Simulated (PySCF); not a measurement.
Indium: a sound run and one with changed settings

Sound run: In⁺ [Kr] 4d10 5s2, In²⁺ [Kr] 4d10 5s1. Calculation: PySCF 2.14, in cc-pVTZ-PP with ECP28MDF; a scalar-relativistic core potential. In the sound run the correlated levels freeze 4s2 4p6 4d10 outside the core potential. The sound run starts from symmetry-adapted Hartree-Fock orbitals and uses a fine grid where one is needed.

Changed run: all electrons correlated in a basis built for the valence shell.

```csv
species,method,sound run (hartree),changed run (hartree),converged
In⁺,MP2,-189.04201,-189.12628,yes
In²⁺,MP2,n/a,-188.45937,yes
```

Ionisation energy of In⁺:

```
 method  sound run (eV)  changed run (eV)
    UHF          17.012            17.012
    MP2          17.645            18.148
SCS-MP2          17.771            18.216
```

A valence basis has no tight correlating functions, so it recovers only part of the core correlation, and not evenly between atom and ion.

For comparison, NIST gives 18.870 eV between the lowest levels.
